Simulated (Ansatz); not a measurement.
Cd (SMILES [Cd]), singlet (core potentials on Cd); Ansatz (a first-principles code) with BLYP/def2-SVPD.

Input for Ansatz:
Ansatz 0.2 input:
```yaml
crystal:
  periodic: [false, false, false]
  atoms:
    - {symbol: Cd, position_ang: [0.00000000, 0.00000000, 0.00000000]}
basis:
  gaussian:
    orbitals: def2-SVPD
hamiltonian:
  xc: blyp
```

It wrote (shortened):

```
Functional definition: BLYP
312 factors; their error is unknown
mean field evaluation 1: about -4563.5472 eV, gradient 7.5e0 eV
mean field evaluation 2: about -4563.4995 eV, gradient 8.8e0 eV
mean field evaluation 4: about -4563.6400 eV, gradient 2.5e-3 eV
mean field evaluation 8: about -4563.6348 eV, gradient 3.4e-5 eV
mean field -4563.63475474 eV, -167.7104838938 hartree, gradient 3.4e-5 eV, S^2 0.000000; 0 other end points of the search recorded, 0 dependent functions left out
reference -4563.63495038 eV, -167.7104910835 hartree; 10, 10 occupied and 24, 24 virtual orbitals, 312 factors
Total energy: -4563.63495038 eV, -167.7104910835 hartree
```
